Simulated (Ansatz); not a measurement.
Gas-phase electronic energies from Ansatz, PBE0-D4/def2-TZVP geometries. CCSD(T)/CBS is the MP2 limit (def2-TZVPP, def2-QZVPP) plus CCSD(T) − MP2 in def2-TZVPP, frozen cores. This one scheme is used for every species. Double bonds are as drawn, so ΔE can hold a change between cis and trans. DFT in def2-TZVPP. B3LYP here is the variant with VWN-RPA as its local correlation; programs differ in this. def2 core potentials past Kr. For In outer-core shells are correlated without core-valence functions, which leaves a few kJ/mol of doubt a bond. One conformer a species, not always the lowest.

Consider the ligand exchange at the Si–O bond: `B/C=C/O[SiH3]` + `[OH][In]([F])[SH]` → `[F][In]([SH])[O][SiH3]` + `B/C=C/O`.

```csv
level,ΔE (kcal/mol),difference from CCSD(T)/CBS
r2SCAN-D4,-6.7,0.0
B3LYP-D4,-5.8,0.9
ωB97M-V,-6.7,0.0
r2SCAN,-6.7,0.0
HF/def2-TZVPP,-8.4,-1.7
SCS-MP2/def2-TZVPP,-6.7,0.0
CCSD/def2-TZVPP,-7.0,-0.3
HF/def2-QZVPP,-8.6,-1.9
HF/CBS(def2),-8.6,-1.9
MP2/CBS(def2),-6.5,0.2
CCSD(T)/CBS,-6.7,0
```

Largest T1 diagnostic among the species: 0.016.

In def2-TZVPP, CCSD(T) changes the Hartree–Fock value by +1.6 kcal/mol (the triples alone add +0.2 kcal/mol) and MP2 by +1.8 kcal/mol. From PBE to PBE0 (25 % exact exchange), in def2-TZVPP and without D4, ΔE moves by −0.9 kcal/mol.
